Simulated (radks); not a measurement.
The numbers below are computed, except where a source is named.
Isoelectronic series with 9 electrons, each ion in its NIST ground configuration. Code: a radial shooting solver on a logarithmic mesh with Libxc functionals. Model: Dirac Kohn-Sham, LDA (Slater exchange, Perdew-Wang correlation), spin-unpolarised, spherical densities, finite nucleus; open shells fill j = l - 1/2 first; Fermi nuclear charge, rms radius of each element as measured or else 0.836 A^(1/3) + 0.57 fm. Total energies (hartree) and mean radii <r> (bohr):

| ion | configuration | E (hartree) | 2p3/2 | 2p1/2 | 2s1/2 | 1s1/2 |
|---|---|---|---|---|---|---|
| F | [He] 2s2 2p5 | -99.18966 | 1.105 | 1.103 | 1.010 | 0.1772 |
| Mg3+ | [He] 2s2 2p5 | -195.62343 | 0.6423 | 0.6405 | 0.6742 | 0.1311 |
| P6+ | [He] 2s2 2p5 | -326.17973 | 0.4598 | 0.4578 | 0.5032 | 0.1038 |
| Ar9+ | [He] 2s2 2p5 | -490.98849 | 0.3590 | 0.3569 | 0.4009 | 0.08583 |
| Sc12+ | [He] 2s2 2p5 | -690.26786 | 0.2947 | 0.2924 | 0.3329 | 0.07309 |
| Cr15+ | [He] 2s2 2p5 | -924.29490 | 0.2500 | 0.2474 | 0.2843 | 0.06358 |
| Co18+ | [He] 2s2 2p5 | -1193.40163 | 0.2171 | 0.2142 | 0.2478 | 0.05620 |
| Zn21+ | [He] 2s2 2p5 | -1497.97596 | 0.1918 | 0.1887 | 0.2195 | 0.05031 |
| As24+ | [He] 2s2 2p5 | -1838.46372 | 0.1718 | 0.1684 | 0.1967 | 0.04549 |
| Kr27+ | [He] 2s2 2p5 | -2215.37319 | 0.1555 | 0.1519 | 0.1780 | 0.04148 |
| Mo33+ | [He] 2s2 2p5 | -3080.81862 | 0.1307 | 0.1264 | 0.1492 | 0.03515 |
| Rh36+ | [He] 2s2 2p5 | -3570.71870 | 0.1210 | 0.1164 | 0.1378 | 0.03261 |
| Cd39+ | [He] 2s2 2p5 | -4099.77785 | 0.1126 | 0.1078 | 0.1278 | 0.03038 |
| Sb42+ | [He] 2s2 2p5 | -4668.89231 | 0.1052 | 0.1001 | 0.1191 | 0.02841 |
| Xe45+ | [He] 2s2 2p5 | -5279.04974 | 0.09877 | 0.09338 | 0.1113 | 0.02664 |
| La48+ | [He] 2s2 2p5 | -5931.3584 | 0.09304 | 0.08734 | 0.1044 | 0.02505 |
| Nd51+ | [He] 2s2 2p5 | -6627.0422 | 0.08791 | 0.08190 | 0.09811 | 0.02362 |
| Eu54+ | [He] 2s2 2p5 | -7367.4250 | 0.08329 | 0.07697 | 0.09243 | 0.02231 |
| Dy57+ | [He] 2s2 2p5 | -8154.0624 | 0.07911 | 0.07247 | 0.08726 | 0.02111 |
| Tm60+ | [He] 2s2 2p5 | -8988.6699 | 0.07531 | 0.06835 | 0.08251 | 0.02000 |
| Hf63+ | [He] 2s2 2p5 | -9873.0328 | 0.07184 | 0.06454 | 0.07813 | 0.01898 |
